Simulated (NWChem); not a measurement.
System: InI₂, doublet; SMILES [I][In][I]

The following NWChem deck was run.

```
start job
memory heap 200 mb stack 900 mb global 1100 mb
geometry units angstroms noautoz
  In     0.000000     0.000000     0.905597
  I     -2.438807     0.000000    -0.415484
  I      2.438807     0.000000    -0.415484
end
basis spherical
  In library def2-svp
  I library def2-svp
end
ecp
  In library def2-ecp
  I library def2-ecp
end
dft
  odft
  mult 2
  xc xpbe96 cpbe96
  iterations 150
end
tddft
  cis
  nroots 6
end
task tddft energy
```

Parts of the log:

```
             Northwest Computational Chemistry Package (NWChem) 7.3.0
             --------------------------------------------------------

 C2V symmetry detected

                             Geometry "geometry" -> ""
                             -------------------------

 Output coordinates in angstroms (scale by  1.889725989 to convert to a.u.)

  No.       Tag          Charge          X              Y              Z
 ---- ---------------- ---------- -------------- -------------- --------------
    1 In                  49.0000     0.00000000     0.00000000     0.90344894
    2 I                   53.0000    -2.43880700     0.00000000    -0.41763206
    3 I                   53.0000     2.43880700     0.00000000    -0.41763206

 Effective nuclear repulsion energy (a.u.)    1295.7069966099

      Symmetry information
      --------------------

 Group name             C2v
 Group number             16
 Group order               4
 No. of unique centers     2

 Summary of "ao basis" -> "ao basis" (spherical)
 ------------------------------------------------------------------------------
       Tag                 Description            Shells   Functions and Types
 ---------------- ------------------------------  ------  ---------------------
 In                         def2-svp                10       26   4s4p2d
 I                          def2-svp                10       26   4s4p2d

      Symmetry analysis of basis
      --------------------------

        a1         30
        a2         10
        b1         24
        b2         14

            General Information
            -------------------
          SCF calculation type: DFT
          Wavefunction type:  spin polarized.
          No. of atoms     :     3
          No. of electrons :    71
           Alpha electrons :    36
            Beta electrons :    35
          Charge           :     0
          Spin multiplicity:     2
          Use of symmetry is: off; symmetry adaption is: on
          Maximum number of iterations: 150
          AO basis - number of functions:    78
                     number of shells:    30
          Convergence on energy requested:  1.00D-06
          Convergence on density requested:  1.00D-05
          Convergence on gradient requested:  5.00D-04

              XC Information
              --------------
          PerdewBurkeErnzerhof Exchange Functional  1.000
            Perdew 1991 LDA Correlation Functional  1.000 local
           PerdewBurkeErnz. Correlation Functional  1.000 non-local

[...]

                                NWChem TDDFT Module
                                -------------------

            General Information
            -------------------
           No. of orbitals :     156
            Alpha orbitals :      78
             Beta orbitals :      78
        Alpha frozen cores :       0
         Beta frozen cores :       0
     Alpha frozen virtuals :       0
      Beta frozen virtuals :       0
         Spin multiplicity :       2
    Number of AO functions :      78
        Use of symmetry is : off
      Symmetry adaption is : on
         Schwarz screening :  0.10D-07

              XC Information
              --------------
   PerdewBurkeErnzerhof Exchange Functional   1.00
     Perdew 1991 LDA Correlation Functional   1.00 local
    PerdewBurkeErnz. Correlation Functional   1.00 non-local

             TDDFT Information
             -----------------
          Calculation type : Tamm-Dancoff TDDFT
         Wavefunction type : Unrestricted
          No. of electrons :      71
           Alpha electrons :      36
            Beta electrons :      35
              No. of roots :       6
          Max subspacesize :    5200
            Max iterations :     100
               Target root :       1
           Target symmetry : none
      Symmetry restriction : off
                 Algorithm : Optimal
        Davidson threshold :  0.10D-03

    6 smallest eigenvalue differences (eV)
--------------------------------------------------------
  No. Spin  Occ  Vir  Irrep   E(Occ)    E(Vir)   E(Diff)
--------------------------------------------------------
    1    2   35   36 b1       -0.236    -0.188     1.296
    2    2   34   36 a2       -0.239    -0.188     1.381
    3    2   33   36 a1       -0.247    -0.188     1.588
    4    2   32   36 b2       -0.248    -0.188     1.618
    5    2   31   36 b1       -0.282    -0.188     2.544
    6    1   36   37 b2       -0.210    -0.106     2.816
--------------------------------------------------------

  Entering Davidson iterations
  Unrestricted

  Iter   NTrls   NConv    DeltaV     DeltaE      Time
  ----  ------  ------  ---------  ---------  ---------
    1      6       0     0.11E+00   0.10+100        2.4
    2     12       0     0.68E-01   0.19E-01        2.7
    3     18       0     0.18E-01   0.12E-01        2.7
    4     24       4     0.48E-02   0.82E-03        2.7
    5     26       5     0.81E-03   0.31E-04        1.6
    6     27       5     0.10E-03   0.10E-05        1.3
    7     28       6     0.90E-04   0.96E-08        1.3
  ----  ------  ------  ---------  ---------  ---------
  Convergence criterion met

  Ground state a1       -785.609541917330 a.u.
  <S2> =   0.7520

  ----------------------------------------------------------------------------
  Root   1         b1             0.049204629 a.u.                1.3389 eV
  <S2> =   0.7571
  ----------------------------------------------------------------------------
     Transition Moments    X  0.16908   Y -0.00000   Z  0.00000
     Dipole Oscillator Strength                    0.0009378080
     Electric Quadrupole                           0.0000000001
     Magnetic Dipole                               0.0000001241
     Total Oscillator Strength                     0.0009379322

[...]
```

Level: PBE/def2-SVP with def2 effective core potentials on In, I, spin-unrestricted, TDA. In the optimisation the excess spin sits in a1 (C2v, its own frame). Coordinates come from a PBE-D3(BJ)/def2-SVP, spin-unrestricted optimisation. This spin state was assumed; another may lie lower. No stability test was run on the SCF state. def2 effective core potentials on In, I; no spin-orbit coupling.
